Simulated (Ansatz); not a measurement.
Calculated with Ansatz (gas phase, PBE0-D4/def2-TZVP geometries, no zero-point term in ΔE). CCSD(T)/CBS adds triple-zeta CCSD(T) − MP2 to the extrapolated MP2 energy (def2 sets, frozen cores). This one scheme is used for every species. Functionals use def2-TZVPP. Each species was taken in one conformer, which may not be the lowest.

Consider the formal exchange of groups at the Al–N bond: `[CH3][AlH][NH][SiH2]C` + `BN` → `[CH3][AlH][BH]N` + `C[SiH2]N`.

```tsv
level	ΔE (kJ/mol)
B97M-V	152.3
revPBE	130.4
RPA@PBE/def2-TZVPP	147.5
CCSD(T)/def2-TZVPP	151.0
```

(1) What does CCSD(T)/CBS give? (An estimate is asked.)

(2) What do rigid-rotor, harmonic-oscillator terms from PBE0-D4/def2-TZVP frequencies (298.15 K, 1 bar) make of the CCSD(T)/CBS value? (An estimate is asked.)

Largest T1 diagnostic among the species: 0.012.

Answers

(1) Ansatz gave: +150.0 kJ/mol. The listed levels differ from it by 2.3, -19.6, -2.5, 1.0 kJ/mol.

(2) The calculation gave: ΔZPE = +1.7 kJ/mol, ΔH = +152.7 kJ/mol, ΔS = 24 J/(mol·K), ΔG = +145.6 kJ/mol. Modes under 50 cm⁻¹ make the entropy rough.

At CCSD(T), def2-SVP lies +5.5 kJ/mol from the extrapolated value and def2-TZVPP +1.0 kJ/mol. From BLYP to BHLYP (50 % exact exchange), in def2-TZVPP and without D4, ΔE moves by +9.0 kJ/mol. The D4 term adds +4.6 kJ/mol with B3LYP and +2.7 kJ/mol with PBE0; it sums over pairs of atoms, weighted by their polarisabilities, and B3LYP, whose exchange is more repulsive, gets the larger term.

B3LYP here is the variant with VWN-RPA as its local correlation; programs differ in this.
